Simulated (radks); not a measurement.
Spherical quantum dot in the effective-mass picture: electrons in a hard-walled sphere of radius 2.32, all in effective atomic units (hartree* = m*/eps^2 hartree, bohr* = eps/m* bohr), one dielectric constant everywhere. Method: non-relativistic Kohn-Sham, LDA (Slater exchange, Perdew-Wang correlation), spin-polarised, spherical densities; computed with a radial shooting solver with Libxc functionals. Levels are named by radial order and angular momentum (1s, 1p, 1d, 2s, ...), and open shells are averaged over m. Each electron was tried in the lowest free levels, single moves between levels near the top were tried too, and the lowest total energy was kept; such a search can miss a lower state. At N = 1 the Hartree and exchange-correlation terms need not cancel, so that row can carry a self-interaction error.

N,open shells,2S,E (hartree*),mu = E(N) - E(N-1) (hartree*),addition energy mu(N+1) - mu(N) (hartree*),e(HOMO) (hartree*),rms radius (bohr*)
1,"1s(up 1, down 0)",1,0.943467,0.94347,0.6979,1.2117,1.242
2,none,0,2.58482,1.6414,1.422,1.9176,1.277
3,"1p(up 1, down 0)",1,5.64865,3.0638,0.5467,3.3335,1.354
4,"1p(up 2, down 0)",2,9.25922,3.6106,0.5611,3.8898,1.396
5,"1p(up 3, down 0)",3,13.4309,4.1716,0.7217,4.4543,1.424
6,"1p(up 3, down 1)",2,18.3242,4.8933,0.5375,5.1592,1.446
7,"1p(up 3, down 2)",1,23.7550,5.4308,0.5492,5.7042,1.465
8,none,0,29.7350,5.9800,1.589,6.2566,1.480
9,"1d(up 1, down 0)",1,37.3045,7.5695,0.5303,7.8340,1.501
10,"1d(up 2, down 0)",2,45.4042,8.0998,0.5333,8.3660,1.519
11,"1d(up 3, down 0)",3,54.0372,8.6330,0.5350,8.9003,1.534
12,"1d(up 4, down 0)",4,63.2053,9.1680,0.5360,9.4359,1.547
13,"1d(up 5, down 0)",5,72.9093,9.7040,0.6846,9.9723,1.559
14,"1d(up 5, down 1)",4,83.2980,10.389,0.5230,10.650,1.569
15,"1d(up 5, down 2)",3,94.2096,10.912,0.5258,11.174,1.579
16,"1d(up 5, down 3)",2,105.647,11.437,0.5276,11.701,1.587
17,"1d(up 5, down 4)",1,117.612,11.965,0.5287,12.229,1.595
18,none,0,130.106,12.494,1.768,12.758,1.602
19,"1f(up 1, down 0)",1,144.368,14.262,0.5166,14.520,1.612
20,"1f(up 2, down 0)",2,159.146,14.779,0.5174,15.037,1.620
21,"1f(up 3, down 0)",3,174.442,15.296,0.5180,15.555,1.628
22,"1f(up 4, down 0)",4,190.256,15.814,0.5183,16.073,1.635
23,"1f(up 5, down 0)",5,206.588,16.332,0.5186,16.591,1.641
24,"1f(up 6, down 0)",6,223.439,16.851,0.5187,17.110,1.648
25,"1f(up 7, down 0)",7,240.809,17.370,0.6591,17.629,1.654
26,"1f(up 7, down 1)",6,258.837,18.029,0.5115,18.284,1.659
27,"1f(up 7, down 2)",5,277.377,18.540,0.5124,18.796,1.664
28,"1f(up 7, down 3)",4,296.430,19.053,0.5130,19.309,1.669
29,"1f(up 7, down 4)",3,315.996,19.566,0.5135,19.822,1.674
30,"1f(up 7, down 5)",2,336.075,20.079,0.5138,20.336,1.679
31,"1f(up 7, down 6)",1,356.667,20.593,0.5140,20.850,1.683
32,none,0,377.774,21.107,1.032,21.364,1.687
33,"2s(up 1, down 0)",1,399.912,22.138,0.8002,22.476,1.681
34,none,0,422.851,22.938,1.203,23.276,1.675
35,"1g(up 1, down 0)",1,446.992,24.141,0.5056,24.394,1.680
36,"1g(up 2, down 0)",2,471.639,24.647,0.5059,24.900,1.684
37,"1g(up 3, down 0)",3,496.792,25.153,-,25.406,1.689

All shells are closed at N = 2, 8, 18, 32, 34 (there: 1s2 1p6 1d10 2s2 1f14); the second difference of the energy has clear peaks (12 % above both neighbours; the first and last values, which can be the largest, are not judged, and half-filled shells can peak too) at N = 2, 5, 8, 13, 18, 25, 32, 34.
